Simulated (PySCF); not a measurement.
# CaS⁺ at MN15

Computed with MN15; Ca aug-pcseg-1, S aug-pcseg-1; no relativity (PySCF 2.14).

* state: ²Π (doublet), unpaired electrons π ↑
* bond length: 2.452 Å
* harmonic wavenumber: 403 cm⁻¹
* force constant: 1.70 mdyn/Å
* rotational constant Be: 0.1578 cm⁻¹
* anharmonicity ωexe: 1.27 cm⁻¹
* vibration–rotation constant αe: 0.000743 cm⁻¹
* well depth De to Ca⁺ + S: 289 kJ/mol
* dissociation energy D0: 287 kJ/mol
* bond order (Mayer): 1.01
* dipole moment (positive dipole points towards S; it is taken about the centre of mass and depends on that origin): -10.33 D

For an ion De counts to the pair picked by the measured ionisation energies or electron affinities, which need not be the lowest pair at this level. The state is the lowest determinant that a PBE0 search found; another state may lie lower at other levels.
